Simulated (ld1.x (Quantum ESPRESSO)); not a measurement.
**An all-electron radial function and its pseudo partner (Co)**

Columns: radius, all-electron u(r) and pseudo u(r) of the 3s shell (level -110.77 eV) of cobalt in the configuration [Ne] 3s2 3p6 3d7 4s1 4p0; LDA (PZ), scalar-relativistic, TM scheme, ld1.x (Quantum ESPRESSO) 7.5.

```csv
r (bohr),all-electron,pseudo
0.065,0.0976,0.1645
0.130,-0.5464,0.3260
0.195,-0.6556,0.4814
0.260,-0.3625,0.6279
0.325,0.0798,0.7624
0.390,0.5087,0.8821
0.455,0.8495,0.9836
0.520,1.0821,1.0640
0.585,1.2143,1.1202
0.650,1.2649,1.1498
0.715,1.2551,1.1517
0.780,1.2037,1.1264
0.845,1.1262,1.0766
0.910,1.0343,1.0072
0.975,0.9364,0.9240
1.040,0.8383,0.8339
1.105,0.7437,0.7426
1.170,0.6549,0.6548
1.235,0.5733,0.5733
1.300,0.4993,0.4993
1.365,0.4330,0.4330
1.430,0.3741,0.3741
1.495,0.3222,0.3222
1.560,0.2768,0.2768
1.625,0.2373,0.2373
1.690,0.2029,0.2029
```

(1) How many radial nodes do the two functions have?

(2) At about which radius was the pseudo-wave matched?

(3) Is the pseudo-wave norm-conserving?

## Answers

(1) The all-electron 3s function has n − l − 1 = 2; the pseudo-wave has 0, since the states of the same l below it are removed with the core.

(2) 1.30 bohr. The columns agree to 0.0005 from 1.17 bohr on; several derivatives are matched, so the curves merge somewhat inside the radius.

(3) Yes: the TM scheme keeps the norm inside the radius equal to the all-electron one, which fixes the energy derivative of the logarithmic derivative at the level.
